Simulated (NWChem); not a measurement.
Species: SiH2Br2; SMILES [SiH2](Br)Br

Computed with NWChem. This build's default masses of Se (78.918 u) and Br (79.917 u) are each other's, which moves their modes by up to 0.6 %. Each level has its own optimisation; frequencies are unscaled.

For level LDA (Slater exchange, VWN5)/def2-SVP:

```
Property                           Value
---------------------------------  -----
highest harmonic frequency (cm⁻¹)   2204
dipole (D)                          1.05
```

Problem. How do the values read with level PBE0/def2-SVP instead?

Solution. The highest harmonic frequency (cm⁻¹) is 2289 and the dipole (D) comes out as 1.21.
